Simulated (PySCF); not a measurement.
# Xe⁴¹⁺: ionisation energy

Xe⁴¹⁺ [Ne] 3s2 3p1 (2P) → Xe⁴²⁺ [Ne] 3s2 (1S), as a difference of total energies. All numbers are calculated (PySCF 2.14, scalar relativity by spin-free X2C-1e, in an even-tempered Gaussian basis (18 s from 7.3 bohr⁻², ratio 2.5; 12 p from 9.5 bohr⁻², ratio 2.5; 4 d from 38 bohr⁻², ratio 2.7; 4 f from 58 bohr⁻², ratio 2.7)). Correlated levels: outer shells: 1s2 frozen; virtual orbitals above 40 to 60 times the deepest correlated orbital energy dropped. The calculations carry no spin-orbit coupling.

| method | ionisation energy (eV) |
| --- | --- |
| UHF | 3012.5 |
| LDA | 3014.2 |
| PBE | 3015.2 |
| PBE0 | 3014.8 |
| r2SCAN | 3014.7 |
| M06-2X | 3015.4 |
| B2PLYP | 3014.7 |
| MP2 (outer shells) | 3013.0 |
| SCS-MP2 (outer shells) | 3012.9 |

A first-order spin-orbit estimate (lowest level to lowest level, LS coupling) adds 52.623 eV.

Breit and QED terms and the two-electron picture change are absent.

First order in ζ underestimates the shift of j = l − 1/2 levels at high Z.

For comparison: 3068 ± 4 eV (theoretical estimate listed by NIST; NIST Atomic Spectra Database, ionization energies).
